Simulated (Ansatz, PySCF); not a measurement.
This Ansatz (a program for electronic structure) input computes a CCSD(T)/cc-pVDZ energy:

Ansatz 0.2 input:
```yaml
crystal:
  periodic: [false, false, false]
  atoms:
    - {symbol: C, position_ang: [-0.00000000, -0.00000000, -2.03845764]}
    - {symbol: C, position_ang: [-0.00000000, -0.00000000, -0.79131676]}
    - {symbol: C, position_ang: [0.00000000, 0.00000000, 0.56764548]}
    - {symbol: C, position_ang: [0.00000000, 0.00000000, 1.78765060]}
    - {symbol: H, position_ang: [0.00000000, 0.00000000, 2.84686993]}
basis:
  gaussian:
    orbitals: cc-pVDZ
total_charge: -1
magnetization: {spin_polarized: false}
correlation: {method: ccsd_t, electrons: outside_noble_gas}
```

Write an input for the same energy in PySCF and say what it gives.


```python
from pyscf import gto, scf, mp, cc as ccmod

mol = gto.M(
    atom='''
    C    -0.00000000   -0.00000000   -2.03845764
    C    -0.00000000   -0.00000000   -0.79131676
    C     0.00000000    0.00000000    0.56764548
    C     0.00000000    0.00000000    1.78765060
    H     0.00000000    0.00000000    2.84686993
    ''',
    basis='cc-pvdz',
    charge=-1,
    spin=0,
    verbose=4,
)

mf = scf.RHF(mol)
mf.conv_tol = 1e-10
mf.max_cycle = 100
mf.kernel()
mp2 = mp.MP2(mf, frozen=4).run()
cc = ccmod.CCSD(mf, frozen=4)
cc.max_cycle = 100
cc.kernel()
et = cc.ccsd_t()
print(f'E(CCSD(T)) = {cc.e_tot + et:.9f}')
```
It gives -152.44563 Eh, and Ansatz -152.44563 Eh, a difference of 0.00 mEh.

It need not be the lowest isomer of its formula. Whether it binds its extra electron was not tested at this geometry.
